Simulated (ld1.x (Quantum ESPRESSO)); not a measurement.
**Ba: variants of one TM potential**

Base potential:

Ba (Z = 56), norm-conserving Troullier–Martins (Kleinman–Bylander form), made with ld1.x (Quantum ESPRESSO) 7.5 (PBEsol, scalar-relativistic). Core [Kr] 4d10, reference 5s2 5p6 5d0 6s1.5 6p0 (charge +0.5). Waves: 5s (bound): rc 2.85 bohr; 5p (bound): rc 2.70 bohr; 5d (bound, empty): rc 4.10 bohr. Local part: all-electron potential smoothed inside 2.15 bohr (lloc = -2). Core correction: none.

Occupied shells without a wave of their own: 6s. They enter only through the test configuration that unscreens the potential.

All-electron outer shells of the reference configuration (PBEsol, scalar-relativistic, ld1.x):

```tsv
shell	level (eV)	outermost node (bohr)	outermost maximum (bohr)
4d	-92.34	0.32	0.70
5s	-36.41	0.80	1.47
5p	-21.43	0.86	1.67
6s	-5.36	1.96	4.00
5d	-4.45	1.00	2.43
6p	-3.04	2.34	5.01
```

Cutoffs, loose and tight: the cutoffs (Ry, on a coarse ladder) from which the occupation-weighted sum of valence levels, in a spherical-Bessel basis at the reference potential, stays within 10 and 1 mRy of its value at 400 Ry. They do not see the model core or the augmentation charge, which bear on the density cutoff. Test errors are all-electron minus pseudo excitation energies from the reference, over the configurations 5s2 5p6 5d0 6s2 6p0; 5s2 5p6 5d0 6s1 6p0; 5s2 5p6 5d0 6s0 6p0; 5s2 5p6 5d0.5 6s1.5 6p0; 5s2 5p6 5d1 6s1 6p0; 5s2 5p6 5d0 6s1 6p1; 5s2 5p6 5d1 6s0 6p0. A dash means not determined; rows that change the core or the reference have their own tests. The largest error is taken over the tests solved by every variant that gives reliable tests at all: 5s2 5p6 5d0 6s0 6p0; 5s2 5p6 5d0 6s1 6p0; 5s2 5p6 5d0 6s1 6p1; 5s2 5p6 5d0 6s2 6p0; 5s2 5p6 5d1 6s0 6p0.

| change | outcome | cutoff, loose | cutoff, tight | bound ghosts | largest test error (meV) |
| --- | --- | --- | --- | --- | --- |
| base | generated, misses its reference levels by 0.18 eV | 15 Ry | 21 Ry | none | -478 |
| all radii scaled by about 0.82 (s 2.36, p 2.22, d 3.38 bohr); local potential all-electron potential smoothed inside 1.78 bohr (lloc = -2) | generated, misses its reference levels by 0.30 eV | 30 Ry | 45 Ry | none | -789 |
| all radii scaled by about 1.11 (s 3.16, p 3.00, d 4.56 bohr); local potential all-electron potential smoothed inside 2.38 bohr (lloc = -2) | generated, misses its reference levels by 0.71 eV | 10 Ry | 18 Ry | none | +1648 |
| all radii scaled by about 1.21 (s 3.44, p 3.26, d 4.94 bohr); local potential all-electron potential smoothed inside 2.60 bohr (lloc = -2) | generated, misses its reference levels by 1.43 eV | 10 Ry | 15 Ry | none | -3526 |
| all radii scaled by about 1.30 (s 3.72, p 3.52, d 5.34 bohr); local potential all-electron potential smoothed inside 2.80 bohr (lloc = -2) | generated, misses its reference levels by 0.73 eV | 10 Ry | 15 Ry | none | -1788 |

(1) What comes out with this change to the base: all radii scaled by about 0.78 (s 2.24, p 2.12, d 3.20 bohr); local potential all-electron potential smoothed inside 1.68 bohr (lloc = -2)?

(2) What comes out with this change to the base: all radii scaled by about 1.38 (s 3.94, p 3.72, d 5.66 bohr); local potential all-electron potential smoothed inside 2.96 bohr (lloc = -2)?

(3) What comes out with this change to the base: all radii scaled by about 0.95 (s 2.70, p 2.56, d 3.88 bohr); local potential all-electron potential smoothed inside 2.04 bohr (lloc = -2)?

Answers

(1) outcome: generated, misses its reference levels by 0.31 eV; cutoff, loose: 35 Ry; cutoff, tight: 50 Ry; bound ghosts: none; largest test error (meV): -810.

(2) outcome: generated, misses its reference levels by 0.53 eV; cutoff, loose: 10 Ry; cutoff, tight: 15 Ry; bound ghosts: none; largest test error (meV): -1299.

(3) outcome: generated, misses its reference levels by 0.26 eV; cutoff, loose: 18 Ry; cutoff, tight: 30 Ry; bound ghosts: none; largest test error (meV): -666.

Reading the sweep of the scale of all radii (base = 1) (base included, trends over the rows without a ghost): The loose cutoff falls from 35 Ry at 0.78 to 10 Ry at 1.38. A larger radius leaves more room for a smooth pseudo-wave, so fewer plane waves are needed; a smaller one forces it to follow the all-electron wave where it bends sharply. The median size of the test errors (rows with all tests solved) is not monotonic: lowest 78.4 meV at 1, highest 347.3 meV at 1.11.
